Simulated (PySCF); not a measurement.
Several molecules and their computed UV-vis stick spectra, shuffled. The calculation used TDDFT PBE0/def2-SVPD, vertical, gas phase, core orbitals frozen in the response, def2 core potentials past Kr in PySCF 2.14.0, density-fitted response routines. Geometries: PBE0-D3(BJ)/def2-SVP; one conformer of each isolated species. Triplets are in the Tamm–Dancoff approximation. Atoms past krypton carry core potentials; spin–orbit coupling is left out.

A. `[F][Hf]([F])([F])[F]`
B. `c1c(ccnc1)Br`
C. `C[S][Ge]([CH3])([CH3])[CH3]`
D. `C[C@H]1[C@H]2C=C[C@@H]1C=C2`
E. `C1(C#CC)CC(=C)C1`

Lowest singlet levels (six at most, fewer where fewer were computed) with oscillator strengths:

1. 256 nm (f 0.004); 243 nm (f 0.000); 228 nm (f 0.012); 213 nm (f 0.119); 207 nm (f 0.000); 202 nm (f 0.000); T1 4.12 eV
2. 196 nm (f 0.001); 195 nm (f 0.000); 195 nm (f 0.015); 189 nm (f 0.009); 189 nm (f 0.002); 184 nm (f 0.058)
3. 130 nm (f 0.000 summed over 3 states); 129 nm (f 0.009 summed over 6 states) [of 10 roots; the last level is left out, as the window may have cut its degenerate partner]; T1 9.13 eV
4. 228 nm (f 0.009); 211 nm (f 0.030); 198 nm (f 0.007); 186 nm (f 0.006); 181 nm (f 0.002); 175 nm (f 0.039); T1 5.06 eV
5. 250 nm (f 0.000); 217 nm (f 0.011); 197 nm (f 0.018); 181 nm (f 0.120); 179 nm (f 0.021); 177 nm (f 0.013)

Question: Which spectrum belongs to which structure?

Answer: 1 = B, 2 = E, 3 = A, 4 = C, 5 = D.
- A: S1 at 9.54 eV, HOMO-2/HOMO-1/HOMO→LUMO+1/LUMO+2 (≥69%), HOMO-5→LUMO+1/LUMO+2 (≥12%); for S1 the Löwdin share of hafnium is at most 5% in HOMO and 71% in LUMO+1; HOMO -12.34 and LUMO -0.99 eV; point group Td, 6 of its 9 listed states under f = 0.0005.
- B: S1 at 4.84 eV, HOMO→LUMO (99%); Löwdin shares by element: HOMO nitrogen 60%, carbon 26% or more; LUMO carbon 46% or more, nitrogen 21% (atoms not listed hold the other 33%); HOMO -7.77 and LUMO -1.27 eV; point group C2v, 3 of its 6 listed states under f = 0.0005.
- C: S1 at 5.43 eV, HOMO→LUMO (56%), HOMO→LUMO+1 (37%); Löwdin shares by element: HOMO sulfur 71%, carbon 11% or more, germanium 6%; LUMO carbon 17% or more, sulfur 17%, germanium 15% (atoms not listed hold the other 51%); HOMO -6.41 and LUMO 0.30 eV.
- D: S1 at 4.95 eV, HOMO→LUMO (98%); Löwdin shares by element: HOMO carbon 85% or more; LUMO carbon 67% or more (atoms not listed hold the other 33%); HOMO -6.47 and LUMO -0.39 eV; point group Cs, 1 of its 6 listed states under f = 0.0005.
- E: S1 at 6.32 eV, HOMO-1→LUMO (51%), HOMO-1→LUMO+1 (12%), HOMO-2→LUMO+3 (12%); Löwdin shares by element: HOMO carbon 67% or more (atoms not listed hold the other 33%); LUMO carbon 67% or more (atoms not listed hold the other 33%); HOMO -7.08 and LUMO 0.15 eV.
B and D have S1 within 0.12 eV of each other; their strongest listed levels stand at 5.81 eV (f 0.119) and 6.85 eV (f 0.120).

A slash joins orbitals within 0.01 eV of each other, whose weights are summed (≥ marks a lower bound).
